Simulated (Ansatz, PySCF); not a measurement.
C3H5Br, SMILES CC(Br)=C.

Geometry optimised at TPSSh-D3(BJ)/def2-SVP.

Vertical ionisation energy (IE) and electron affinity (EA) in eV. Rows of orbital energies are one-electron estimates. Where ΔSCF, EOM or ADC give a negative EA the extra electron is unbound and the value depends on the basis.

```csv
level,IE,EA
"−ε(HOMO), −ε(LUMO), ωB97X/def2-TZVP (PySCF)",9.53,-2.01
"−ε(HOMO), −ε(LUMO), PBE/def2-TZVP (PySCF)",6.09,1.17
"ΔSCF, CAM-B3LYP/def2-SVPD (Ansatz), final states of multiplicity 2 and 2",9.50,-1.46
"ΔSCF, PBE/def2-SVPD (Ansatz), final states of multiplicity 2 and 2",9.22,-1.16
```

Q: What vertical singlet–triplet gap does ΔSCF give with CAM-B3LYP/def2-SVPD (Ansatz, an electronic-structure program) and with PBE/def2-SVPD (Ansatz)? (An estimate is asked for; the answer gives what the named calculation found.)

A: 4.11 and 4.12 eV (triplet above singlet where positive).
